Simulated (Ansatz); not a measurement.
The cluster Si3Se3⁻, relaxed as a doublet with UKS PBE-D4/def2-SVPD in Ansatz, starting from the GFN2-xTB geometry. Force threshold 0.02 eV/Å.

Another isomer (doublet) lies 0.07 eV lower at PBE0-D4/def2-TZVPD; other spin states weren't run for this one.

Start:

```csv
atom,x (Å),y (Å),z (Å)
Si1,0.742,0.603,-1.597
Si2,1.777,-0.071,0.501
Si3,-1.941,-1.024,0.640
Se4,-1.518,-0.319,-1.509
Se5,0.872,2.136,0.248
Se6,0.068,-1.324,1.716
```

```json
{"step": "1", "energy (eV)": "-219615.3361", "largest force component (eV/Å)": "0.321", "SCF passes": "23"}
{"step": "2", "energy (eV)": "-219615.3933", "largest force component (eV/Å)": "0.182", "SCF passes": "29"}
{"step": "3", "energy (eV)": "-219615.4098", "largest force component (eV/Å)": "0.128", "SCF passes": "24"}
{"step": "4 (rejected)", "energy (eV)": "-219615.3868", "largest force component (eV/Å)": "0.445", "SCF passes": "28"}
{"step": "5", "energy (eV)": "-219615.4161", "largest force component (eV/Å)": "0.180", "SCF passes": "25"}
{"step": "6", "energy (eV)": "-219615.4197", "largest force component (eV/Å)": "0.014", "SCF passes": "23"}
```

Force components are those of the run's own axes.

End:

Cartesian coordinates in Å:
```
Si 0.7537 0.5608 -1.6061
Si 1.7904 -0.1005 0.4888
Si -1.8877 -1.1491 0.5734
Se -1.5553 -0.1845 -1.4740
Se 0.8439 2.0811 0.2387
Se 0.0551 -1.2079 1.7793
```

By distances, no bond broke or formed. The bond that changes most is Si2–Se6, from 2.44 to 2.43 Å (atoms count from 1).

No frequencies were taken in this run, so the end may be a saddle point.

Run time 23 s (4 threads of AMD EPYC 7B13 on a shared host).
